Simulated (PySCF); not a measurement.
**C2H4F4PSi: g tensor and hyperfine couplings**

C2H4F4PSi (doublet state).
Geometry (GFN2-xTB, Å), atoms numbered from 1 in this order:
```xyz
12
C2H4F4PSi angstrom
F      0.0426    2.7216    0.0023
C     -0.7157    1.5867    0.1785
Si     0.1810    0.0974   -0.6813
P      2.1916   -0.3097    0.2211
C     -0.9369   -1.3992   -0.0377
F     -0.5056   -2.5899   -0.4913
F     -0.9263   -1.4808    1.3107
F     -2.2294   -1.2931   -0.3982
H     -0.7992    1.4325    1.2605
H     -1.7073    1.8029   -0.2295
H      2.5605   -1.2803   -0.7053
H      2.8458    0.7111   -0.4559
```

The hyperfine couplings belong to this conformer and change with its torsions.

Identity: `FC[Si](P)C(F)(F)F` [radical].

The calculation used PySCF, UKS B3LYP, pcH-1 on C F H P Si, non-relativistic, mean-field spin-orbit, GIAO. Geometry: GFN2-xTB, one conformer, isolated molecule. The geometry wasn't refined by DFT: couplings that depend on bond lengths, twists or pyramidal angles can differ widely from those at the functional's own minimum, by a factor of two or more for some ions and for spin on atoms past the first row. No stability test was run, so a lower SCF solution isn't excluded.

* g1, g2, g3: 2.00119, 2.00236, 2.00713
* g_iso: 2.00356
* Form of g: rhombic: the two nearest values differ by 20 % of g3 − g1
* ⟨S²⟩: 0.7527 (exact 0.7500)
* HOMO–LUMO gap, α and β orbitals: 5.80, 4.41 eV
* Total energy: -1108.82935 Eh
* Basis functions: 260

Isotropic coupling and dipolar principal values T1 to T3, in MHz; ρ(0) is the spin density at the nucleus:

| atom | isotope | a_iso | of which spin–orbit | T1 | T2 | T3 | Mulliken spin population | ρ(0) (bohr⁻³) |
| --- | --- | --- | --- | --- | --- | --- | --- | --- |
| F1 | 19F | 3.5 | 0.0 | -6.1 | -3.5 | 9.6 | 0.00 | 0.0008 |
| C2 | 13C | 24.9 | 0.0 | -5.7 | -5.2 | 10.9 | 0.02 | 0.0221 |
| Si3 | 29Si | -513.4 | 0.8 | -153.9 | 74.8 | 79.1 | 0.78 | 0.5785 |
| P4 | 31P | -3.6 | -0.6 | -76.8 | -67.8 | 144.6 | 0.15 | -0.0016 |
| C5 | 13C | 33.4 | 0.0 | -3.3 | -3.1 | 6.4 | 0.01 | 0.0298 |
| F6 | 19F | -6.2 | -0.1 | -5.2 | -2.6 | 7.7 | 0.00 | -0.0015 |
| F7 | 19F | 72.3 | 0.1 | -40.3 | -39.1 | 79.5 | 0.01 | 0.0172 |
| F8 | 19F | -6.1 | -0.1 | -5.1 | -2.7 | 7.8 | 0.00 | -0.0014 |
| H9 | 1H | 49.6 | 0.0 | -4.2 | 0.4 | 3.8 | 0.02 | 0.0111 |
| H10 | 1H | 0.0 | 0.0 | -4.4 | -2.2 | 6.6 | 0.00 | 0.0000 |
| H11 | 1H | 16.8 | 0.0 | -4.5 | -0.1 | 4.6 | 0.00 | 0.0037 |
| H12 | 1H | 14.0 | 0.0 | -4.5 | -0.1 | 4.6 | 0.00 | 0.0031 |

Largest spin populations (Mulliken): Si3 (+0.78) and P4 (+0.15). The angles at Si3 add up to 316.0°, so it is pyramidal.

Under fast tumbling the dipolar parts average out, and these isotropic splittings remain: 2 × 1H (H9/H10, I = 1/2, 3 lines) with 0.88 mT, 3 × 19F (F6/F7/F8, I = 1/2, 4 lines) with 0.71 mT, 2 × 1H (H11/H12, I = 1/2, 3 lines) with 0.55 mT, 1 × 31P (P4, I = 1/2, 2 lines) with 0.13 mT and 1 × 19F (F1, I = 1/2, 2 lines) with 0.12 mT.

Class means assume fast exchange of nuclei equivalent by connectivity; if that motion is slow, each nucleus keeps its own coupling. The three 19F nuclei of mean +20.0 MHz run from -6.2 to 72.3 MHz in the frozen geometry. The 1H value of +24.8 MHz is a mean of couplings from 0.0 to 49.6 MHz in this one geometry, not an average over conformers.

The 13C coupling of C5 (33.4 MHz) shows only in satellite lines or after enrichment, since that isotope makes up about 1.07 % of natural carbon.

The 29Si coupling of Si3 (-513.4 MHz) shows only in satellite lines or after enrichment, since that isotope makes up about 4.7 % of natural silicon.
